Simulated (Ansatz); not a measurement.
The same path of BH5N2 + BrH (10 atoms, charge 0, multiplicity 1) was run 3 times with different band settings. Lost on the way: B1–H2, Br9–H10. Made: B1–Br9, H2–H10.

The calculation used RKS revPBE-D4/def2-SVP (Ansatz 0.2.0).

Relaxed end points:

```xyz
10
Properties=species:S:1:pos:R:3
B 0.006 -0.194 -0.215
H -0.006 -0.412 0.993
N 1.268 -0.098 -0.858
H 2.145 -0.187 -0.349
H 1.393 0.082 -1.854
N -1.245 -0.065 -0.873
H -2.129 -0.114 -0.372
H -1.355 0.122 -1.870
Br -0.313 2.613 2.151
H -0.171 1.315 1.517
```

```xyz
10
Properties=species:S:1:pos:R:3
B -0.134 0.699 -0.752
H 0.288 -0.280 3.095
N 1.155 0.144 -0.943
H 1.321 -0.736 -1.430
H 1.995 0.597 -0.594
N -1.350 0.127 -1.203
H -1.406 -0.759 -1.703
H -2.252 0.564 -1.026
Br -0.247 2.410 0.232
H 0.223 0.296 2.594
```

Common settings: optimiser quadratic models (default); start path through a guess of the saddle point; force threshold 0.03 eV/Å; iteration limit 60; end points relaxed.

| run | movable images | climbing image | spring |
| --- | --- | --- | --- |
| 1 | 7 | yes | 5.0 eV/Å² |
| 2 | 2 | no | 5.0 eV/Å² |
| 3 | 7 | yes | 0.5 eV/Å² |

Q: What does each run give, and how far can it be trusted?

A: Run 1: not converged after 60 iterations, highest image 1.116 eV above the first end. The band didn't meet its force threshold, so its energies are provisional: the largest band force was still 0.46 eV/Å, and over the last iterations the top stayed at 1.12 eV. Neighbouring images lie up to 3.2 Å apart, so the band is torn or far too coarse. Inner images lie below an end point, which means an intermediate or an end that isn't the lowest structure nearby.
Run 2: converged after 31 iterations, highest image 0.074 eV above the first end. No image climbed, so the highest image needn't sit at the top of the path. So few images can step over the top or miss a turn of the path.
Run 3: not converged after 60 iterations, highest image 1.116 eV above the first end. The band didn't meet its force threshold, so its energies are provisional: the largest band force was still 0.21 eV/Å, and over the last iterations the top stayed at 1.12 eV. Neighbouring images lie up to 3.5 Å apart, so the band is torn or far too coarse. Inner images lie below an end point, which means an intermediate or an end that isn't the lowest structure nearby.
The orbitals stay closed-shell, which can raise the energy where a bond breaks towards radicals; this wasn't checked here.
